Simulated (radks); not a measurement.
Values are calculated unless marked as measured or tabulated.
How relativity changes the ionisation of the thallium ion Tl3+ ([Xe] 4f14 5d10) to Tl4+ ([Xe] 4f14 5d9). Spin-unpolarised spherical Kohn-Sham, PBE, point nucleus unless stated (finite: rms radius 5.4759 fm), a radial shooting solver on a logarithmic mesh with Libxc functionals. A level marked "c x" has the speed of light scaled by that factor and shares open shells by 2j + 1; other Dirac levels either fill j = l - 1/2 first or share by 2j + 1.

| level | E(Tl3+) (hartree) | E(Tl4+) (hartree) | IE (eV) | HOMO | <r> HOMO (bohr) |
|---|---|---|---|---|---|
| non-rel. | -18963.7396 | -18961.7921 | 52.994 | 5d | 1.324 |
| scalar-rel. | -20243.8846 | -20241.9814 | 51.789 | 5d | 1.340 |
| scalar-rel., finite nucleus | -20238.6328 | -20236.7296 | 51.790 | 5d | 1.340 |
| Dirac, 2j+1 shares | -20286.7941 | -20284.8914 | 51.776 | 5d5/2 | 1.360 |
| Dirac, low j first | -20286.7941 | -20284.9276 | 50.790 | 5d5/2 | 1.360 |
| Dirac, 2j+1 shares, finite nucleus | -20281.4767 | -20279.5739 | 51.778 | 5d5/2 | 1.360 |
| Dirac, c x 1.5 | -19489.4879 | -19487.5608 | 52.439 | 5d5/2 | 1.339 |
| Dirac, c x 3 | -19087.7618 | -19085.8195 | 52.853 | 5d5/2 | 1.327 |
| Dirac, c x 100 | -18963.8492 | -18961.9017 | 52.993 | 5d5/2 | 1.324 |

NIST Atomic Spectra Database: 51.14 eV (measured). The relativistic part of the total energy of Tl3+ is -1318 hartree (Dirac, 2j+1 shares, finite nucleus), 6.9 % of the non-relativistic value. Spin polarisation and multiplet splitting of open shells are left out at every level.

Beside tabulated values, note that relativity, absent from the non-relativistic runs, is large for the heavy elements, and spin-unpolarised runs miss the spin-polarisation part of the exchange energy of open shells, and scalar-relativistic runs lack spin-orbit coupling.
